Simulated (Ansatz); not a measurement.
Program: Ansatz. Geometries: PBE0-D4/def2-TZVP. ΔE: electronic, gas phase. CBS: MP2 limit from def2 TZ/QZ plus the TZ coupled-cluster correction, frozen cores. DFT in def2-TZVPP. B3LYP here is the variant with VWN-RPA as its local correlation; programs differ in this. For Br outer-core shells are correlated without core-valence functions, which leaves a few kJ/mol of doubt a bond. Scalar relativity is left out up to krypton. One conformer a species, not always the lowest.

`O[SiH2]C(O)[SiH3]` + HBr → `OC([SiH3])Br` + `O[SiH3]`  (substitution at a C–Si bond)

```json
{"level": "B3LYP-D4", "ΔE (kJ/mol)": "30.3"}
{"level": "r2SCAN", "ΔE (kJ/mol)": "29.9"}
{"level": "HF/def2-TZVPP", "ΔE (kJ/mol)": "25.3"}
{"level": "SCS-MP2/def2-TZVPP", "ΔE (kJ/mol)": "29.7"}
{"level": "CCSD(T)/def2-TZVPP", "ΔE (kJ/mol)": "34.6"}
{"level": "MP2/def2-QZVPP", "ΔE (kJ/mol)": "32.4"}
{"level": "HF/CBS(def2)", "ΔE (kJ/mol)": "25.9"}
{"level": "CCSD/CBS(def2)", "ΔE (kJ/mol)": "35.1"}
```

(1) What does CCSD(T)/CBS give? (An estimate is asked.)

Largest T1 diagnostic among the species: 0.012.

## Answers

(1) Computed: +34.0 kJ/mol. The listed levels differ from it by -3.7, -4.1, -8.7, -4.3, 0.6, -1.6, -8.1, 1.1 kJ/mol.

From PBE to PBE0 (25 % exact exchange), in def2-TZVPP and without D4, ΔE moves by +4.6 kJ/mol. In def2-TZVPP, CCSD(T) changes the Hartree–Fock value by +9.3 kJ/mol (the triples alone add −1.1 kJ/mol) and MP2 by +7.3 kJ/mol. The D4 term adds +5.2 kJ/mol with B3LYP and +3.2 kJ/mol with PBE0; it sums over pairs of atoms, weighted by their polarisabilities, and B3LYP, whose exchange is more repulsive, gets the larger term.
